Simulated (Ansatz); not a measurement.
CH4OZn, SMILES `[CH3][Zn][OH]`, 7 atoms. Charge 0, multiplicity 1. Correlated methods include outer-core shells of Zn, which these sets cover unevenly. Scalar relativity is left out up to krypton. All runs use 2 threads of a server CPU on a shared host. Correlated methods freeze the cores.

Problem. Give the basis size and wall time and peak host memory of each of these runs in Ansatz. RHF-CCSD(T)/def2-TZVPP energy; RKS PBE-D4/def2-TZVPP energy and forces; RHF-MP2/def2-QZVPP energy; RKS PBE0-D4/def2-QZVPP energy; RKS ωB97M-V/def2-QZVPP energy; RKS ωB97M-V/def2-SVP energy; RHF-CCSD(T)/def2-SVP energy; RKS BLYP-D4/def2-TZVPP energy; RKS PBE0-D4/def2-TZVP relaxation (6 steps); RKS PBE0-D4/def2-TZVP frequencies; RKS revPBE-D4/def2-TZVPP energy; direct RPA on PBE orbitals/def2-TZVPP energy. (An estimate is asked.)

Solution. The calculation gave: Other jobs shared the machine, so times are rough.

```tsv
level	job	functions	wall time	peak host memory (GiB)
RKS BLYP-D4/def2-TZVPP	energy	182	2.4 s	0.2
RKS revPBE-D4/def2-TZVPP	energy	182	2.4 s	0.2
RKS PBE-D4/def2-TZVPP	energy and forces	182	2.9 s	0.2
RHF-CCSD(T)/def2-SVP	energy	79	4.8 s	0.26
direct RPA on PBE orbitals/def2-TZVPP	energy	182	6 s	0.36
RKS ωB97M-V/def2-SVP	energy	79	6.5 s	0.21
RKS PBE0-D4/def2-QZVPP	energy	334	8 s	0.8
RHF-MP2/def2-QZVPP	energy	334	18 s	1.2
RKS PBE0-D4/def2-TZVP	relaxation (6 steps)	134	20 s	0.28
RKS ωB97M-V/def2-QZVPP	energy	334	22 s	0.97
RKS PBE0-D4/def2-TZVP	frequencies	134	94 s	0.3
RHF-CCSD(T)/def2-TZVPP	energy	182	2.5 min	2.1
```
